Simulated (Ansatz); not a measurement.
Z-matrix (Å, degrees):
```
B
B 1 1.854
C 1 1.578 2 93.8
Cl 1 1.965 2 58.5 3 104.6
C 1 1.767 2 48.1 3 -27.2
H 1 1.184 2 123.4 3 -153.6
H 2 1.185 1 135.8 3 151.5
H 3 1.086 1 117.9 2 -132.1
H 3 1.085 1 117.5 2 86.4
O 5 1.362 1 125.5 2 -115.8
H 10 0.963 5 109.1 1 99.7
```

Charge 0, multiplicity 1. The bonds changed during the relaxation, so this is another structure than the one it started from.

(1) List the PBE/def2-TZVPP orbital energies in eV (the Gaussian-basis code of Ansatz). (Best estimate.)

Results:

(1) Ansatz gave: Occupied: -2740.17, -511.31, -270.89, -268.87, -250.71, -191.40, -191.31, -191.18, -177.69, -177.26, -26.79, -22.25, -19.74, -15.22, -14.73, -12.08, -11.63, -11.20, -11.09, -9.40, -9.24, -8.81, -8.68, -8.34, -7.32, -5.59. Lowest empty: -1.03, -0.52, 0.00, 0.46, 1.02, 1.27, 1.53, 1.79.
